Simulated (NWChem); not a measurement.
System: HfF3, doublet; SMILES [F][Hf]([F])[F]

Results from NWChem. Spin-unrestricted. In the optimisation the excess spin sits in a (C3, its own frame). The geometry was optimised at PBE0/def2-SVP, spin-unrestricted. This spin state was assumed; another may lie lower. No stability test was run on the SCF state. def2 effective core potentials on Hf; no spin-orbit coupling. Total energies compare along this basis series because the functional is fixed.

```
level           basis functions  energy (Ha)  highest occupied level (eV)  lowest empty minus highest occupied level, either spin (eV)   <S²>
--------------  ---------------  -----------  ---------------------------  -----------------------------------------------------------  -----
PBE/def2-SVP                 74    -347.2738                        -5.05                                                         1.55  0.751
PBE/def2-SVPD               104    -347.2988                        -5.16                                                         1.58  0.751
PBE/def2-TZVP               133    -347.6516                        -5.08                                                         1.58  0.751
PBE/def2-TZVPP              149    -347.6571                        -5.07                                                         1.60  0.751
```
